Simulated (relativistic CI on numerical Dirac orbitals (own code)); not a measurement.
Ru35+: sensitivity of the levels to the model

Base calculation: Dirac-Coulomb-Breit CI, orbitals from a KLI potential per configuration, model QED, unscaled Slater integrals.

Configuration list (outside the closed core 1s2): 2s2 2p5, 2s 2p6, 2p6 3s, 2p6 3p, 2p6 3d, 2s2 2p4 3s, 2s2 2p4 3p, 2s2 2p4 3d, 2s 2p5 3s, 2s 2p5 3p, 2s 2p5 3d, 2s2 2p4 4s, 2s2 2p4 4p, 2s2 2p4 4d, 2s2 2p4 4f, 2s 2p5 4s. Levels of other configurations are missing.

The lowest level and the first level of each name with at least 55 % of one term (blank where a level has no safe partner in the second run):

```csv
Level,Base (eV),Shift (eV)
2s2 2p5 2P°_3/2,0.00,0.00
2s2 2p5 2P°_1/2,135.07,+2.16
2s 2p6 2S_1/2,369.41,-0.54
2s2 2p4 3s 4P_5/2,2735.50,+3.45
2s2 2p4 3s 2P_3/2,2741.60,+3.34
2s2 2p4 3s 2S_1/2,2765.37,+1.90
2s2 2p4 3p 2P°_1/2,2825.83,+1.62
2s2 2p4 3p 4D°_7/2,2836.62,+3.57
2s2 2p4 3s 4P_3/2,2867.72,+4.85
2s2 2p4 3s 2P_1/2,2872.84,+4.86
2s2 2p4 3s 2D_5/2,2883.16,+6.34
2s2 2p4 3s 2D_3/2,2885.84,+6.16
2s2 2p4 3d 2F_7/2,2922.49,+4.13
2s2 2p4 3d 4F_9/2,2923.28,+4.32
2s2 2p4 3p 4P°_1/2,2930.19,+4.10
2s2 2p4 3p 2F°_5/2,2947.29,+5.85
2s2 2p4 3p 4D°_5/2,2966.86,+4.86
2s2 2p4 3p 2F°_7/2,2982.59,+6.54
2s2 2p4 3d 4D_1/2,3041.76,+4.78
2s2 2p4 3d 2G_7/2,3061.30,+6.91
2s2 2p4 3d 2G_9/2,3068.71,+7.20
2s2 2p4 3d 2S_1/2,3068.86,+6.39
```

At this charge energies of transitions that change n are usually good to better than 1 %, and those within a shell (Δn = 0) to a few per cent.

(1) One thing was changed in a second run, which moved the levels as shown. Which?
A. one mean potential for all configurations
B. QED terms removed
C. Breit term removed
D. configuration mixing switched off

## Answers

(1) C. Breit term removed. The Breit term mainly narrows fine-structure intervals, so removing it widens them.

LS names give the leading component of a level, which can be under half, so a name can repeat, a term be missing and a line seem to break the LS rules.
